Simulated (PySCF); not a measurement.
C3H6O3Sn, SMILES C#C[CH2][Sn]([OH])([OH])[OH] (connectivity only; charge and spin as stated), charge -1, multiplicity 2. Atoms are numbered in the order given.

```xyz
13

O     -0.3169     1.5982    -0.7449
Sn    -0.2217    -0.4440    -0.3624
O     -1.5551    -0.7372     1.2132
O     -1.7187    -0.7307    -1.8330
C      1.5474    -0.2237     1.5380
C      2.1392     1.0486     1.4538
C      2.6043     2.1739     1.3048
H      0.3596     2.0668    -0.2394
H     -2.4397    -0.7537     0.8272
H     -1.8442     0.1510    -2.2116
H      0.7635    -0.3652     2.2881
H      2.2027    -1.0857     1.3886
H      3.0236     3.1532     1.2055
```
Charge -1, spin multiplicity 2.

Geometry: B3LYP-D3(BJ)/def2-SVPD. The def2 effective core potentials stand for the cores of Sn; spin–orbit coupling is left out. The values are those of a single conformer.

Computed with ωB97X/def2-SVPD run with PySCF.

Mulliken values depend strongly on the basis, most of all with diffuse functions as here. ESP charges are fitted to the potential on shells at 1.4 to 2.0 van der Waals radii. Atomic charges (e):

```json
[
 {"atom": "O1", "ESP fit": "-0.81", "Mulliken": "-0.81", "Mulliken spin": "0.01"},
 {"atom": "Sn2", "ESP fit": "0.56", "Mulliken": "1.32", "Mulliken spin": "0.35"},
 {"atom": "O3", "ESP fit": "-0.82", "Mulliken": "-0.73", "Mulliken spin": "0.02"},
 {"atom": "O4", "ESP fit": "-0.85", "Mulliken": "-0.75", "Mulliken spin": "0.08"},
 {"atom": "C5", "ESP fit": "[?]", "Mulliken": "-0.14", "Mulliken spin": "0.50"},
 {"atom": "C6", "ESP fit": "[?]", "Mulliken": "1.13", "Mulliken spin": "-0.21"},
 {"atom": "C7", "ESP fit": "-0.79", "Mulliken": "-0.77", "Mulliken spin": "0.31"},
 {"atom": "H8", "ESP fit": "[?]", "Mulliken": "0.07", "Mulliken spin": "0.00"},
 {"atom": "H9", "ESP fit": "[?]", "Mulliken": "0.04", "Mulliken spin": "0.00"},
 {"atom": "H10", "ESP fit": "[?]", "Mulliken": "0.15", "Mulliken spin": "0.00"},
 {"atom": "H11", "ESP fit": "0.35", "Mulliken": "-0.07", "Mulliken spin": "-0.04"},
 {"atom": "H12", "ESP fit": "0.23", "Mulliken": "-0.16", "Mulliken spin": "-0.02"},
 {"atom": "H13", "ESP fit": "[?]", "Mulliken": "-0.27", "Mulliken spin": "-0.01"}
]
```

Question: What belongs in the gaps? (The exact figures need the calculation; the answer reports its results.)

Answer: 
- C5, ESP fit: -0.94
- C6, ESP fit: 0.48
- H8, ESP fit: 0.41
- H9, ESP fit: 0.42
- H10, ESP fit: 0.41
- H13, ESP fit: 0.33
